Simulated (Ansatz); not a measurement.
Cartesian coordinates in Å:
```
C 1.368 -0.557 0.862
O -0.001 -0.289 0.801
Mo -1.162 0.373 -0.455
O -2.586 0.330 0.366
Cl -1.850 1.224 -2.466
Cl -0.108 2.392 -0.144
Cl -0.822 -1.598 -1.589
H 1.628 -1.289 0.089
H 1.927 0.369 0.684
H 1.604 -0.955 1.850
```

Total charge 0; spin multiplicity 1. Mo: def2 effective core potential.

(1) List the PBE/def2-TZVPP orbital energies in eV (the Gaussian-basis code of Ansatz). (Estimate.)

Results:

(1) Computed: Occupied: -2739.19, -2739.19, -2739.05, -512.38, -512.33, -271.28, -249.76, -249.76, -249.62, -190.43, -190.43, -190.31, -190.31, -190.29, -190.29, -190.28, -190.18, -190.16, -70.17, -44.48, -44.05, -43.86, -26.60, -24.06, -20.51, -20.19, -20.08, -17.85, -13.33, -12.57, -12.52, -11.15, -11.08, -10.92, -10.32, -10.00, -9.64, -9.25, -8.55, -8.41, -8.18, -8.01, -7.94, -7.67, -7.24. Lowest empty: -5.09, -3.65, -3.61, -2.67, -1.62, -0.31, 0.54, 0.80.
